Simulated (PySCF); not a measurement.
Method: PBE-D3(BJ)/def2-TZVP // B3LYP-D3(BJ)/def2-SVP run with PySCF. Isolated molecules, 0 K electronic values unless said otherwise. One relaxed conformer stands for a flexible species; it need not be the lowest. Excitations are Tamm–Dancoff values on a coarser integration grid. The basis has no diffuse functions, so Rydberg states are missing or too high.

Reference species (SMILES): `Bc1cc2ccccc2nc1F` (neutral, multiplicity 1).

The T1 excitation (TDA) is 2.64 eV, the brightest of the four lowest singlets (TDA) is 4.06 eV and the LUMO is -3.46 eV. The S1 oscillator strength is 0.000.

Changed species: `Bc1cc2cccnc2cc1F`.

Q: What does the change do to the T1 excitation (TDA), brightest of the four lowest singlets (TDA), LUMO and S1 oscillator strength?

A: the T1 excitation (TDA) decreases by 0.06 eV, to 2.58 eV; the brightest of the four lowest singlets (TDA) rises by 0.06 eV, to 4.12 eV; the LUMO increases by 0.06 eV, to -3.40 eV; the S1 oscillator strength stays essentially unchanged.
